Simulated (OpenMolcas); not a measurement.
**Ti2+ in a point-charge field**

Ti2+ among 6 point charges of -2.2 e arranged as a tetragonal octahedron (D4h), 2.06 Å from the ion, with the axial distance 2.431 Å. The active orbitals were held to one l.

```json
{"Program": "OpenMolcas 26.06", "Method": "CASSCF", "Basis": "ANO-RCC-VDZP [5s4p2d1f]", "Scalar Hamiltonian": "DKH2, point nucleus", "Active space": "2 electrons in 5 orbitals (3d)", "State averaging": "2S+1 = 3 even, 10 roots; 2S+1 = 1 even, 15 roots", "Spin-orbit coupling": "state interaction with AMFI integrals over the reference wave functions"}
```

The lowest spin-free states (labels of D4, the rotations of D4h), above the lowest:

| State | Degeneracy | E (cm-1) | Free-ion L (%) |
| --- | --- | --- | --- |
| 3A2 | 1 | 0.0 | F (91) |
| 3E | 2 | 3788 | F (99) |
| 1B2 | 1 | 10502 | D (63) |
| 3B2 | 1 | 10503 | F (100) |
| 3E | 2 | 10731 | F (84) |
| 1B1 | 1 | 10767 | D (53) |
| 1E | 2 | 15203 | D (73) |
| 1A1 | 1 | 15470 | G (52) |
| 1E | 2 | 20775 | G (96) |
| 3E | 2 | 20898 | P (83) |
| 3B1 | 1 | 22688 | F (100) |
| 1B2 | 1 | 23917 | G (63) |
| 1A1 | 1 | 24390 | G (64) |
| 1E | 2 | 28578 | G (77) |
| 3A2 | 1 | 30669 | P (91) |
| 1A1 | 1 | 35807 | G (57) |
| 1A2 | 1 | 35964 | G (100) |
| 1B1 | 1 | 37180 | G (53) |
| 1A1 | 1 | 59813 | S (64) |

The lowest levels with spin-orbit coupling:

```
E (cm-1)  Degeneracy  Label      2S+1               g
     0.0           1     A1         3                
     3.3           2      E         3  0.00 0.00 4.00
    3743           1     B1         3                
    3749           1     B2         3                
    3795           2      E         3  0.00 0.00 1.60
    3837           1     A2         3                
    3841           1     A1         3                
   10388           1     B2  1 (72 %)                
   10508           2      E         3  0.00 0.00 3.92
   10512           1     B1         3                
   10690           1     B1         3                
   10738           2      E         3  0.00 0.00 1.40
   10782           1     B1         1                
   10785           1     A2         3                
   10785           1     A1         3                
   10814           1     B2  3 (72 %)                
   15211           2      E         1  0.00 0.00 0.13
   15476           1     A1         1                
   20781           2      E         1  0.00 0.00 1.35
   20870           1     A2         3
```

Powder χT (cm3 K/mol): 0.65 at 2 K, 0.912 at 10 K, 0.943 at 50 K, 0.961 at 100 K, 0.996 at 200 K, 1.03 at 300 K. The effective moment at 300 K is 2.828 √(χT) = 2.87 μB.

The lowest level has 2S+1 = 3, for which the spin-only value is χT = S(S+1) / 2 = 1.000 cm3 K/mol (g = 2). The computed 1.030 at 300 K differs by +0.030, through orbital momentum, spin-orbit coupling and any other state in reach.

Without dynamic correlation the repulsion within the d shell is too large (B by tens of per cent), so at a given field states of lower spin stand too high. Point charges carry no covalency, so the field is a model and not that of real ligands. No measured value stands beside these numbers.

With an even number of electrons the g values are those of a degenerate or nearly degenerate non-Kramers pair.
